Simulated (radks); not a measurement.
Species: Sb14+. Configuration: [Kr] 4d0.75 4f0.25 (fractional occupations, a model configuration). Calculated with a radial shooting solver on a logarithmic mesh with Libxc functionals: Dirac Kohn-Sham, BLYP, spin-unpolarised, spherical densities, finite nucleus; open shells fill j = l - 1/2 first; Fermi nuclear charge, rms radius 4.6802 fm.

X-ray form factor f0, the Fourier transform of the density (f0(0) = 37):

sin(theta)/lambda (1/angstrom),f0 (electrons)
0.05,36.849
0.1,36.403
0.15,35.685
0.2,34.729
0.25,33.579
0.3,32.284
0.4,29.455
0.5,26.600
0.6,23.968
0.8,19.737
1,16.675
1.25,13.686
1.5,11.170
2,7.597
